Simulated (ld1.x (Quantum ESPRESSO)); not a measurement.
# Reading a pseudo-wave (titanium (Ti))

Columns: radius, all-electron u(r) and pseudo u(r) of the 3p shell (level -46.15 eV) of titanium in the configuration [Ne] 3s2 3p6 3d2 4s1 4p0; PBE, scalar-relativistic, TM scheme, ld1.x (Quantum ESPRESSO) 7.5.

```csv
r (bohr),all-electron,pseudo
0.128,0.4800,-0.0552
0.255,0.4004,-0.2067
0.382,-0.0506,-0.4201
0.510,-0.5017,-0.6497
0.638,-0.8162,-0.8453
0.765,-0.9825,-0.9723
0.893,-1.0334,-1.0211
1.020,-1.0064,-1.0006
1.148,-0.9334,-0.9320
1.275,-0.8387,-0.8385
1.402,-0.7368,-0.7368
1.530,-0.6360,-0.6360
1.658,-0.5423,-0.5423
1.785,-0.4586,-0.4586
1.912,-0.3851,-0.3851
2.040,-0.3211,-0.3211
2.168,-0.2664,-0.2664
2.295,-0.2205,-0.2205
2.422,-0.1820,-0.1820
2.550,-0.1495,-0.1495
2.678,-0.1226,-0.1226
2.805,-0.1005,-0.1005
2.932,-0.0822,-0.0822
3.060,-0.0670,-0.0670
3.188,-0.0546,-0.0546
3.315,-0.0444,-0.0444
```

Question: How many radial nodes do the two functions have?

Answer: The all-electron 3p function has n − l − 1 = 1; the pseudo-wave has 0, since the states of the same l below it are removed with the core.

Question: At about which radius was the pseudo-wave matched?

Answer: 1.45 bohr. The columns agree to 0.0005 from 1.27 bohr on; several derivatives are matched, so the curves merge somewhat inside the radius.

Question: Where does each function peak?

Answer: Outermost all-electron maximum near 0.89 bohr, pseudo maximum near 0.89 bohr (to the table’s step).

Question: Is the pseudo-wave norm-conserving?

Answer: Yes: the TM scheme keeps the norm inside the radius equal to the all-electron one, which fixes the energy derivative of the logarithmic derivative at the level.
